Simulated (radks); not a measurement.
The numbers below are computed, except where a source is named.
Question: These are the eigenvalues of the occupied orbitals of an atom or ion with whole-number occupations (hartree). Code: a radial shooting solver on a logarithmic mesh with Libxc functionals. Model: Dirac Kohn-Sham, BLYP, spin-unpolarised, spherical densities, finite nucleus; Fermi nuclear charge, rms radius of each element as measured or else 0.836 A^(1/3) + 0.57 fm.

| orbital | eigenvalue |
|---|---|
| 1s1/2 | -1903.889 |
| 2s1/2 | -315.6309 |
| 2p1/2 | -299.9978 |
| 2p3/2 | -272.5515 |
| 3s1/2 | -70.16087 |
| 3p1/2 | -63.35542 |
| 3p3/2 | -57.69047 |
| 3d3/2 | -45.95128 |
| 3d5/2 | -44.71513 |
| 4s1/2 | -14.06472 |
| 4p1/2 | -11.39826 |
| 4p3/2 | -10.13621 |
| 4d3/2 | -5.74334 |
| 4d5/2 | -5.51551 |
| 5s1/2 | -1.96865 |
| 5p1/2 | -1.25290 |
| 5p3/2 | -1.09176 |
| 4f5/2 | -0.34899 |
| 6s1/2 | -0.32259 |
| 4f7/2 | -0.32024 |

Which element is it, and in what charge state? The configuration may be excited. Open shells, if any, fill j = l - 1/2 first.

Answer: Z = 65, terbium, charge +1: Tb+ in [Xe] 4f9 6s1. The list shows which subshells hold electrons but not how many an open one holds; the 1s level, -1903.9 hartree, gives Z - s = 61.7 by -(Z - s)^2/2, which with screening and relativity narrows Z to a few neighbours, and the depths of the outer levels then fix element, charge and occupations together.
